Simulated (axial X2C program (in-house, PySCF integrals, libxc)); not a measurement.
How long does LiSb⁺ take?

A bond scan computed with an in-house all-electron X2C program for linear molecules (integrals from PySCF). Basis: Sb dyall-cv3z [11s12p8d4f1g], Li dyall-cv3z [7s8p2d] (cores contracted in-house).

Input:
```json
{"zs": [51, 3], "q": 1, "bas": ["dyall-cv3z", "dyall-cv3z"], "levels": ["PBE0", "HF", "PBE50"], "cc": true, "r0": 2.73, "thr": -2.0, "nmax": 90, "npts": 10, "nst": 2, "ntry": 6}
```
```bash
python so2c.py task.json out
```

Keys: zs atomic numbers; q charge; bas basis sets; levels methods; cc coupled cluster on or off; r0 starting distance in Å; thr threshold in hartree for freezing inner shells (an s shell follows its p shell); nmax most natural virtual spinors; npts points on the curve; nst determinants followed; ntry starts of the search. HF also brings MP2.

Hardware: 1 thread of Arm Neoverse V1, on a shared host.

Wall time of one point of each curve, integrals apart:

| Hamiltonian | level | points | seconds a point |
| --- | --- | --- | --- |
| spin-free | PBE0 | 10 | 0.3 |
| spin-free | HF | 10 | 0.21 |
| spin-free | CCSD(T) (15 electrons, 89 virtuals) | 7 | 5.8 |
| spin-free | PBE50 | 10 | 0.34 |
| 2c | PBE0 | 10 | 0.44 |
| 2c | HF | 10 | 0.41 |
| 2c | CCSD(T) (15 electrons, 90 virtuals) | 7 | 8.1 |
| 2c | PBE50 | 10 | 0.54 |

The rest:

Search with its distance optimisation 20 s, atoms 70 s, whole task 220 s. Coupled cluster runs on the points near the minimum only. The program drops outer points, and coupled cluster, when its time limit (not in the input) nears; MP2, further determinants and curves that did not converge are not in the table.
